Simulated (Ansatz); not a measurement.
ClHfI₃, SMILES `[Cl][Hf]([I])([I])[I]`. The species carries charge 0 and has multiplicity 1. Hf, I: def2 effective core potential.

```json
{"atom": "Cl1", "x (Å)": "0.382", "y (Å)": "-0.249", "z (Å)": "-2.337"}
{"atom": "Hf2", "x (Å)": "0.011", "y (Å)": "-0.007", "z (Å)": "-0.070"}
{"atom": "I3", "x (Å)": "1.789", "y (Å)": "1.724", "z (Å)": "0.942"}
{"atom": "I4", "x (Å)": "-2.471", "y (Å)": "0.918", "z (Å)": "0.331"}
{"atom": "I5", "x (Å)": "0.289", "y (Å)": "-2.385", "z (Å)": "1.134"}
```

**Question.** List the harmonic frequencies (cm⁻¹, unscaled) at PBE0-D4/def2-TZVP in Ansatz. (An estimate is asked.)

**Answer.** Computed: 47, 47, 56, 80, 80, 180, 219, 219, 391.

**Question.** Is this a minimum?

**Answer.** Yes, all 9 modes are real.

**Question.** Give the ideal-gas thermochemistry at 298.15 K and 1 bar (rigid rotor, harmonic oscillator; point group C3v, symmetry number 3).

**Answer.** Zero-point energy 7.9 kJ/mol; H(298) − E = 33.6 kJ/mol; entropy 445.1 J/(mol·K), of which translation 188.5, rotation 133.1, vibration 123.4; G(298) − E = -99.1 kJ/mol. Modes under 100 cm⁻¹ are hindered rotations or soft bends, so the harmonic entropy is rough.
